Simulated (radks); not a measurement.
The numbers below are computed, except where a source is named.
Zr I, configuration [Kr] 4d2 5s2. Code: a radial shooting solver on a logarithmic mesh with Libxc functionals. Model: Dirac Kohn-Sham, PBE, spin-unpolarised, spherical densities, point nucleus; open shells fill j = l - 1/2 first. Some entries of the table are withheld. Estimate them.

orbital,occ.,eigenvalue (eV),<r> (bohr)
1s1/2,2,-17817.17,0.03706
2s1/2,2,-2468.210,0.1623
2p1/2,2,-2259.327,(1)
2p3/2,4,-2173.469,(2)
3s1/2,2,-404.4602,0.4583
3p1/2,2,-326.7087,0.4549
3p3/2,4,-313.0407,0.4654
3d3/2,4,-176.0055,(3)
3d5/2,6,-173.5088,(4)
4s1/2,2,-54.4142,(5)
4p1/2,2,(6),1.348
4p3/2,4,(7),1.379
5s1/2,2,-4.4256,3.733
4d3/2,2,-3.6408,2.286
4d5/2,0,-3.5125,2.315

Answer. 
(1) 2p1/2 <r> (bohr): 0.1387
(2) 2p3/2 <r> (bohr): 0.1430
(3) 3d3/2 <r> (bohr): 0.4505
(4) 3d5/2 <r> (bohr): 0.4540
(5) 4s1/2 <r> (bohr): 1.213
(6) 4p1/2 eigenvalue (eV): -33.5974
(7) 4p3/2 eigenvalue (eV): -31.8250
